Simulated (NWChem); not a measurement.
System: SnHClF2; SMILES [Cl][SnH]([F])[F]

Output (shortened):

```
             Northwest Computational Chemistry Package (NWChem) 7.3.0
             --------------------------------------------------------

 CS  symmetry detected

                             Geometry "geometry" -> ""
                             -------------------------

 Output coordinates in angstroms (scale by  1.889725989 to convert to a.u.)

  No.       Tag          Charge          X              Y              Z
 ---- ---------------- ---------- -------------- -------------- --------------
    1 Sn                  50.0000     0.26491094    -0.28246574     0.00000000
    2 F                    9.0000    -0.63482373    -1.04908971     1.51289100
    3 F                    9.0000    -0.63482373    -1.04908971    -1.51289100
    4 Cl                  17.0000    -0.21938093     1.98168735     0.00000000
    5 H                    1.0000     1.91075595    -0.68178332     0.00000000

 Effective nuclear repulsion energy (a.u.)     525.3968125472

      Symmetry information
      --------------------

 Group name             Cs
 Group number              2
 Group order               2
 No. of unique centers     4

                                 NWChem DFT Module
                                 -----------------

 Summary of "ao basis" -> "ao basis" (spherical)
 ------------------------------------------------------------------------------
       Tag                 Description            Shells   Functions and Types
 ---------------- ------------------------------  ------  ---------------------
 Sn                         def2-svp                10       26   4s4p2d
 F                          def2-svp                 6       14   3s2p1d
 Cl                         def2-svp                 8       18   4s3p1d
 H                          def2-svp                 3        5   2s1p

      Symmetry analysis of basis
      --------------------------

        a'         49
        a"         28

            General Information
            -------------------
          SCF calculation type: DFT
          Wavefunction type:  closed shell.
          No. of atoms     :     5
          No. of electrons :    58
           Alpha electrons :    29
            Beta electrons :    29
          Charge           :     0
          Spin multiplicity:     1
          Use of symmetry is: on ; symmetry adaption is: on
          Maximum number of iterations: 150
          AO basis - number of functions:    77
                     number of shells:    33
          Convergence on energy requested:  1.00D-06
          Convergence on density requested:  1.00D-05
          Convergence on gradient requested:  5.00D-04

              XC Information
              --------------
                         PBE0 Method XC Functional
                     Hartree-Fock (Exact) Exchange  0.250
          PerdewBurkeErnzerhof Exchange Functional  0.750
            Perdew 1991 LDA Correlation Functional  1.000 local
           PerdewBurkeErnz. Correlation Functional  1.000 non-local

             Grid Information
             ----------------
          Grid used for XC integration:  medium
          Radial quadrature: Mura-Knowles
          Angular quadrature: Lebedev.
          Tag              B.-S. Rad. Rad. Pts. Rad. Cut. Ang. Pts.
          ---              ---------- --------- --------- ---------
          Sn                  1.45      123           8.0       590
          F                   0.50       49           9.0       434
          Cl                  1.00       88          10.0       590
          H                   0.35       45           9.0       434
          Grid pruning is: on
          Number of quadrature shells:   305
          Spatial weights used:  Erf1

      Superposition of Atomic Density Guess
      -------------------------------------

 Sum of atomic energies:        -907.50356395

      Non-variational initial energy
      ------------------------------

 Total energy =    -871.827701
 1-e energy   =   -1826.359061
 2-e energy   =     685.588337
 HOMO         =      -0.425938
 LUMO         =      -0.043621

      Symmetry analysis of molecular orbitals - initial
      -------------------------------------------------

  Numbering of irreducible representations:

     1 a'          2 a"

  Orbital symmetries:

     1 a'          2 a'          3 a"          4 a'          5 a'
     6 a'          7 a"          8 a'          9 a'         10 a'
    11 a"         12 a'         13 a"         14 a'         15 a'
    16 a"         17 a'         18 a"         19 a'         20 a'
    21 a"         22 a'         23 a'         24 a"         25 a"
    26 a'         27 a'         28 a"         29 a'         30 a'
    31 a"         32 a'         33 a'         34 a'         35 a'
    36 a'         37 a"         38 a"         39 a'

   convergence    iter        energy       DeltaE   RMS-Dens  Diis-err
 ---------------- ----- ----------------- --------- --------- ---------
 d= 0,ls=0.0,diis     1   -874.0833360012 -1.14D+03  2.85D-02  1.08D+00
 d= 0,ls=0.0,diis     2   -873.8452663005  2.38D-01  1.56D-02  4.04D+00
 d= 0,ls=0.0,diis     3   -874.2225799529 -3.77D-01  2.46D-03  1.59D-02
 d= 0,ls=0.0,diis     4   -874.2238420795 -1.26D-03  1.05D-03  7.73D-03
 d= 0,ls=0.0,diis     5   -874.2249048149 -1.06D-03  8.82D-05  4.91D-05
  Resetting Diis
 d= 0,ls=0.0,diis     6   -874.2249097664 -4.95D-06  2.13D-05  2.60D-06
 d= 0,ls=0.0,diis     7   -874.2249101082 -3.42D-07  6.82D-06  1.23D-07

         Total DFT energy =     -874.224910108158
      One electron energy =    -1827.152233019396
           Coulomb energy =      751.358120848521
    Exchange-Corr. energy =      -67.373821412270
 Nuclear repulsion energy =      268.943023474986

 Numeric. integr. density =       58.000010776278

                  Occupations of the irreducible representations
                  ----------------------------------------------

[...]
```

Level: PBE0/def2-SVP with def2 effective core potentials on Sn, vertical spin-unrestricted ions. The geometry was optimised at PBE0/def2-SVP. No frequency run checked for a minimum. def2 effective core potentials on Sn; no spin-orbit coupling.

Question: Write an input that gives this output.

Answer: Several could match; the one computed here: the input that was run:
```
start job
memory heap 200 mb stack 900 mb global 1100 mb
geometry units angstroms noautoz
  Sn     0.217549     0.362246     0.000000
  F     -0.742690     1.051576     1.512891
  F     -0.742690     1.051576    -1.512891
  Cl    -0.077217    -1.934282     0.000000
  H      1.824588     0.896742     0.000000
end
basis spherical
  * library def2-svp
end
ecp
  Sn library def2-ecp
end
dft
  xc pbe0
  iterations 150
  vectors input atomic output neutral.movecs
end
task dft energy
charge 1
dft
  odft
  mult 2
  vectors input atomic output cation.movecs
end
task dft energy
```
